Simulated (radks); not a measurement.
Q: Ionisation ladder of beryllium, from Be to Be3+. Each ion is in the ground configuration listed by NIST, and IE = E(next ion) - E(this ion), with E = 0 for the bare nucleus. Method: scalar-relativistic Kohn-Sham, r2SCAN, spin-polarised, spherical densities, finite nucleus; open shells are filled with parallel spins first; meta-GGA in the generalised Kohn-Sham scheme; Fermi nuclear charge, rms radius 2.519 fm; computed with a radial shooting solver on a logarithmic mesh with Libxc functionals.

| species | configuration | IE, Delta-SCF (eV) | -e(HOMO) (eV) | HOMO |
|---|---|---|---|---|
| Be | [He] 2s2 | 8.792 | 5.747 | 2s |
| Be+ | [He] 2s1 | ? | 14.621 | 2s up |
| Be2+ | [He] | ? | 134.55 | 1s |
| Be3+ | 1s1 | 217.74 | 195.27 | 1s up |

Estimate the withheld Delta-SCF values.

A: Be+: 18.194 eV (NIST 18.211); Be2+: 153.97 eV (NIST 153.90).
